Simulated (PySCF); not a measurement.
CH3Si, SMILES [CH]=[SiH2], multiplicity 2.

Geometry optimised at PBE0-D3(BJ)/def2-TZVP. The isomer is the one that the SMILES or the coordinates give; other isomers of the formula were not compared.

Method: TDA-PBE0/def2-TZVPD (PySCF).

Vertical excitations. 

```json
[
 {"state": "root 1", "energy (eV)": "1.75", "λ (nm)": "707", "f": "0.000", "main pairs": "β HOMO→LUMO 98 %"},
 {"state": "root 2", "energy (eV)": "2.78", "λ (nm)": "446", "f": "0.003", "main pairs": "α HOMO→LUMO 43 %, β HOMO→LUMO+1 54 %"},
 {"state": "root 3", "energy (eV)": "3.86", "λ (nm)": "321", "f": "0.000", "main pairs": "α HOMO−1→LUMO 98 %"},
 {"state": "root 4", "energy (eV)": "5.10", "λ (nm)": "243", "f": "0.006", "main pairs": "α HOMO→LUMO+1 27 %, β HOMO→LUMO+2 48 %, β HOMO→LUMO+3 13 %"},
 {"state": "root 5", "energy (eV)": "5.45", "λ (nm)": "228", "f": "0.203", "main pairs": "α HOMO→LUMO 46 %, β HOMO→LUMO+1 35 %, β HOMO−1→LUMO 11 %"},
 {"state": "root 6", "energy (eV)": "5.77", "λ (nm)": "215", "f": "0.018", "main pairs": "β HOMO→LUMO+3 65 %, β HOMO→LUMO+2 20 %, β HOMO→LUMO+4 11 %"},
 {"state": "root 7", "energy (eV)": "5.93", "λ (nm)": "209", "f": "0.027", "main pairs": "α HOMO−1→LUMO+1 85 %"},
 {"state": "root 8", "energy (eV)": "6.13", "λ (nm)": "202", "f": "0.023", "main pairs": "α HOMO→LUMO+1 37 %, β HOMO→LUMO+4 28 %, β HOMO→LUMO+2 28 %"},
 {"state": "root 9", "energy (eV)": "6.24", "λ (nm)": "199", "f": "0.121", "main pairs": "α HOMO→LUMO+2 60 %, β HOMO→LUMO+4 17 %, β HOMO→LUMO+3 11 %"},
 {"state": "root 10", "energy (eV)": "6.25", "λ (nm)": "198", "f": "0.022", "main pairs": "α HOMO→LUMO+2 27 %, α HOMO→LUMO+1 27 %, β HOMO→LUMO+4 37 %"}
]
```
Unrestricted roots are not spin-pure.
